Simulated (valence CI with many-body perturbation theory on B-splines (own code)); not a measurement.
## Zr¹⁸⁺: M1 decay

Computed by relativistic CI+MBPT: four valence electrons over a frozen Dirac-Fock core [Ar], radial functions for each j: 7 s, 7 p, 8 d, 6 f, 4 g, 1 h, with the one-electron correlation potential Σ1 (screened to all orders), the two-electron term Σ2, the three-electron term Σ3, Breit, model QED; selected single and double excitations, second order for the rest, scaled by the run's own slope (own B-spline code, finite nucleus).

No measured levels were compared; by estimate terms of the open shell hold to 2 to 4 % of their energy, and close levels can change places. Only levels of the ground parity were solved; by the run's estimate the other parity begins above the list, which can be wrong where configurations are misplaced.

Lines 1 to 50 of 120 in falling wavelength, among levels below 364050 cm⁻¹, chosen from the decays that carry over 1 % of a level's rate. Wavelengths and rates use the calculated energies, so an error of 2000 cm⁻¹ moves a line at 8990 Å by 18 % and its rate by three times that or more. Weak lines are less certain than strong ones. Lines between different terms over intervals too small for the method are left out, as are lines whose strength nearly cancels. Branching is blank where the lifetime is uncertain.

Names give the largest LS component (configuration and term), which can be under half, so a name can repeat, a term be missing and a line seem to break the LS rules; names also repeat where a configuration has a term twice. Letters in brackets count levels of one name in rising energy.

```csv
λ vac (Å),Upper,Lower,Type,A (s⁻¹),Branch %
16590,3d4 3H_6,3d4 3H_5,M1,3.52e+00,99.9
15530,3d4 5D_1,3d4 5D_0,M1,1.29e+01,100.0
14610,3d4 5D_4,3d4 5D_3,M1,8.26e+00,100.0
13480,3d4 5D_3,3d4 5D_2,M1,1.81e+01,100.0
13200,3d4 5D_2,3d4 5D_1,M1,2.30e+01,100.0
8997,3d4 3G_5,3d4 3G_4,M1,1.18e+01,4.3
8990,3d4 3F_4 [a],3d4 3G_3,M1,2.03e+01,2.9
8313,3d4 3H_5,3d4 3H_4,M1,3.43e+01,75.4
7741,3d4 3G_3,3d4 3H_4,M1,1.66e+01,3.4
6650,3d4 3D_3,3d4 3P_2 [a],M1,1.38e+01,2.0
5165,3d4 3G_5,3d4 3F_4 [a],M1,7.18e+01,26.2
5163,3d4 3G_4,3d4 3G_3,M1,1.59e+01,5.8
5115,3d4 3P_1 [a],3d4 3P_0 [a],M1,1.26e+02,10.3
5101,3d4 3P_2 [a],3d4 3P_1 [a],M1,9.95e+01,22.6
5058,3d4 3F_3 [a],3d4 3F_2 [a],M1,9.67e+01,17.6
4984,3d4 3D_2,3d4 3P_2 [a],M1,2.33e+01,2.3
4936,3d4 3G_4,3d4 3H_5,M1,2.71e+01,9.9
4391,3d4 3F_3 [a],3d4 3G_3,M1,9.75e+01,17.7
4159,3d4 3F_4 [a],3d4 3H_4,M1,1.94e+02,28.3
4077,3d4 1G_4 [a],3d4 3G_5,M1,6.61e+01,6.1
4024,3d4 3D_1,3d4 3P_2 [a],M1,7.77e+01,6.9
3945,3d4 3G_5,3d4 3H_6,M1,6.76e+01,24.7
3910,3d4 3F_4 [b],3d4 1F_3,M1,3.17e+01,
3743,3d4 1D_2 [a],3d4 3D_1,M1,7.50e+01,6.1
3331,3d4 3P_2 [b],3d4 1D_2 [a],M1,7.27e+01,8.0
3293,3d4 3D_3,3d4 3F_2 [a],M1,2.04e+01,2.9
3263,3d4 3F_2 [b],3d4 1F_3,M1,1.04e+02,7.5
3187,3d4 3G_5,3d4 3H_5,M1,1.03e+02,37.5
3174,3d4 1D_2 [a],3d4 3D_2,M1,5.19e+01,4.2
3102,3d4 1G_4 [a],3d4 3F_3 [a],M1,2.17e+02,19.9
3097,3d4 3G_4,3d4 3H_4,M1,2.03e+01,7.4
2996,3d4 3D_3,3d4 3G_3,M1,5.16e+01,7.4
2825,3d4 3D_2,3d4 3F_2 [a],M1,8.70e+01,8.5
2805,3d4 1G_4 [a],3d4 3G_4,M1,1.11e+02,10.2
2738,3d4 1D_2 [a],3d4 3D_3,M1,2.23e+02,18.0
2737,3d4 1I_6,3d4 3H_6,M1,1.77e+02,48.3
2604,3d4 3D_2,3d4 3G_3,M1,2.17e+01,2.1
2521,3d4 3D_2,3d4 3P_1 [a],M1,5.50e+01,5.4
2488,3d4 3D_1,3d4 3F_2 [a],M1,9.44e+01,8.4
2459,3d4 3F_2 [b],3d4 1D_2 [a],M1,7.49e+01,5.4
2431,3d4 3H_4,3d4 5D_4,M1,1.40e+02,80.2
2408,3d4 1F_3,3d4 3D_2,M1,5.81e+01,
2349,3d4 1I_6,3d4 3H_5,M1,1.89e+02,51.5
2290,3d4 3F_3 [b],3d4 1D_2 [a],M1,1.16e+02,
2278,3d4 1G_4 [a],3d4 3F_4 [a],M1,4.97e+02,45.5
2249,3d4 3D_1,3d4 3P_1 [a],M1,2.31e+02,20.5
2148,3d4 1F_3,3d4 3D_3,M1,2.92e+02,
2122,3d4 1D_2 [a],3d4 3F_3 [a],M1,2.33e+01,1.9
2084,3d4 3H_4,3d4 5D_3,M1,3.46e+01,19.8
1981,3d4 3F_4 [b],3d4 1G_4 [a],M1,5.12e+01,
```
